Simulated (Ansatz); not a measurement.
| atom | x (Å) | y (Å) | z (Å) |
| --- | --- | --- | --- |
| C | 0.0000 | 0.0000 | -0.1144 |
| H | 0.0000 | 1.0843 | 0.3432 |
| H | 0.0000 | -1.0843 | 0.3432 |

Basis set: cc-pVDZ (spherical functions). Correlated methods keep 1 orbital frozen. Charge 0, multiplicity 3.

Computed with Ansatz (development build ahead of 0.2.0); each method stands on the lowest determinant of its kind that the runs found.

The atomization energy at this shape (free ground-state atoms in the same class of orbitals less the molecule, no zero-point energy) of triplet CH₂:

```json
{"method": "UHF-MP2", "atomization energy": "171.89 kcal/mol"}
```

Problem. What does UHF give?

Solution. 144.56 kcal/mol. Caution: the shape is not the minimum.
